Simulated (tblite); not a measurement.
Species: C5H4FN.
Atom-mapped SMILES: `[CH3:1][C:2]#[C:3][C@@H:4]([F:5])[C:6]#[N:7]` (hydrogens: H8, H9, H10 on C1; H11 on C4)

Computed with GFN2-xTB (tblite), gas phase: L-BFGS steps from a force-field or distance-geometry start until the largest atomic force falls under 0.01 eV/Å.

Step 7: E = -551.8665 eV
```
atom  x, y, z in Å  |  force x, y, z in eV/Å
C1      2.3114   -0.5417    0.0988   -0.006  -0.018   0.013
C2      0.9412   -0.0872    0.1070   -0.062  -0.007   0.000
C3     -0.2050    0.2678    0.1539    0.019   0.016  -0.046
C4     -1.5744    0.7655    0.1107   -0.017   0.015   0.029
F5     -1.9148    1.2020   -1.1619    0.083  -0.019   0.010
C6     -2.5384   -0.2457    0.5306   -0.004  -0.035  -0.039
N7     -3.3282   -1.0056    0.8484    0.078  -0.033   0.021
H8      2.4532   -1.2934   -0.6755   -0.050  -0.013  -0.039
H9      2.9924    0.2870   -0.0900   -0.067   0.059  -0.011
H10     2.5617   -0.9838    1.0612   -0.033  -0.011   0.057
H11    -1.6937    1.6379    0.7757    0.060   0.046   0.005
```

Step 8: E = -551.8684 eV
```
atom  x, y, z in Å  |  force x, y, z in eV/Å
C1      2.3099   -0.5424    0.0993   -0.044  -0.005   0.009
C2      0.9385   -0.0891    0.1074    0.111  -0.059  -0.002
C3     -0.2061    0.2658    0.1543   -0.085   0.068  -0.035
C4     -1.5732    0.7669    0.1108    0.018  -0.007   0.022
F5     -1.9108    1.2010   -1.1615    0.063   0.014  -0.036
C6     -2.5326   -0.2471    0.5282    0.029   0.054  -0.038
N7     -3.3212   -1.0057    0.8487   -0.021  -0.144   0.056
H8      2.4477   -1.2938   -0.6781   -0.023   0.019   0.011
H9      2.9859    0.2919   -0.0904   -0.072  -0.002   0.001
H10     2.5571   -0.9835    1.0646   -0.018   0.003  -0.005
H11    -1.6899    1.6386    0.7758    0.043   0.060   0.017
```

Step 9: E = -551.8695 eV
```
atom  x, y, z in Å  |  force x, y, z in eV/Å
C1      2.3086   -0.5431    0.0998   -0.052   0.001   0.004
C2      0.9371   -0.0907    0.1076    0.126  -0.064   0.001
C3     -0.2067    0.2657    0.1533   -0.080   0.065  -0.016
C4     -1.5726    0.7679    0.1114    0.028  -0.005   0.004
F5     -1.9069    1.2006   -1.1616    0.042   0.033  -0.051
C6     -2.5302   -0.2481    0.5264    0.018   0.069  -0.012
N7     -3.3164   -1.0077    0.8496   -0.028  -0.155   0.051
H8      2.4440   -1.2939   -0.6796   -0.005   0.032   0.039
H9      2.9809    0.2949   -0.0907   -0.067  -0.035   0.008
H10     2.5543   -0.9833    1.0668   -0.008   0.011  -0.042
H11    -1.6866    1.6403    0.7761    0.027   0.049   0.013
```

Step 10: E = -551.8708 eV
```
atom  x, y, z in Å  |  force x, y, z in eV/Å
C1      2.3063   -0.5442    0.1006   -0.044   0.005  -0.002
C2      0.9356   -0.0933    0.1079    0.056  -0.041   0.009
C3     -0.2071    0.2668    0.1514   -0.028   0.034   0.017
C4     -1.5718    0.7694    0.1124    0.018   0.008  -0.026
F5     -1.9006    1.2006   -1.1627    0.011   0.051  -0.048
C6     -2.5283   -0.2492    0.5242   -0.014   0.053   0.033
N7     -3.3097   -1.0128    0.8516    0.014  -0.110   0.021
H8      2.4393   -1.2934   -0.6809    0.019   0.030   0.055
H9      2.9730    0.2982   -0.0910   -0.042  -0.057   0.014
H10     2.5506   -0.9831    1.0690    0.006   0.012  -0.067
H11    -1.6817    1.6438    0.7766    0.005   0.016  -0.005
```

Q: Estimate the geometry and energy of step 11. (The exact step hangs on the optimiser's Hessian estimate; all steps are aligned on step 10, rigid shifts and turns removed.)

A: E = -551.8717 eV, largest force 0.080 eV/Å
```
atom  x, y, z in Å  |  force x, y, z in eV/Å
C1      2.3041   -0.5448    0.1011   -0.026   0.003  -0.005
C2      0.9347   -0.0954    0.1082   -0.028  -0.014   0.012
C3     -0.2071    0.2680    0.1503    0.009   0.007   0.035
C4     -1.5712    0.7706    0.1126   -0.005   0.018  -0.038
F5     -1.8963    1.2015   -1.1642   -0.006   0.052  -0.028
C6     -2.5282   -0.2494    0.5235   -0.030   0.028   0.053
N7     -3.3048   -1.0177    0.8532    0.061  -0.052  -0.006
H8      2.4369   -1.2927   -0.6808    0.031   0.010   0.043
H9      2.9673    0.2992   -0.0910   -0.012  -0.046   0.012
H10     2.5485   -0.9829    1.0692    0.016   0.003  -0.055
H11    -1.6785    1.6464    0.7768   -0.010  -0.009  -0.023
```

The energy changes by -0.0008 eV. The first-order estimate −F·Δx gives -0.0011 eV and the mean of the old and new forces, exact on a quadratic surface, -0.0008 eV. The step makes an angle of 64° with the force vector and moves no atom by more than 0.007 Å.

Hardware: one thread of an Arm Neoverse V1 (shared host).
